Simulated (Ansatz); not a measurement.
The cluster LaCl3, relaxed as a singlet with RKS PBE0-D4/def2-SVP in Ansatz, starting from the GFN1-xTB geometry. Force threshold 0.02 eV/Å.

In the def2 sets La takes a core potential; there is no spin–orbit coupling. The structure comes from a short search, and lower isomers may exist.

Start:

```xyz
4

La    0.338   -0.378    0.292
Cl    1.596    1.418   -0.444
Cl   -1.327    0.375    1.690
Cl   -0.607   -1.416   -1.538
```

| step | energy (eV) | largest force component (eV/Å) | SCF passes |
| --- | --- | --- | --- |
| 1 | -38408.5209 | 5.780 | 23 |
| 2 | -38410.6675 | 0.290 | 33 |
| 3 | -38410.7569 | 0.112 | 32 |
| 4 | -38410.7788 | 0.032 | 27 |
| 5 | -38410.7801 | 0.017 | 28 |
| 6 | -38410.7802 | 0.003 | 28 |

Force components are those of the run's own axes.

End:

Cartesian coordinates in Å:
```
La 0.164 -0.181 0.137
Cl 1.972 1.595 -0.452
Cl -1.492 0.358 2.070
Cl -0.644 -1.772 -1.756
```

By distances, no bond broke or formed. The bond that changes most is La1–Cl3, from 2.30 to 2.60 Å (atoms count from 1).

The force fell under the threshold at step 5, but the optimiser went on. No frequencies were taken in this run, so the end may be a saddle point.

It took 9.5 s on 4 threads of Arm Neoverse V2 on a shared host.
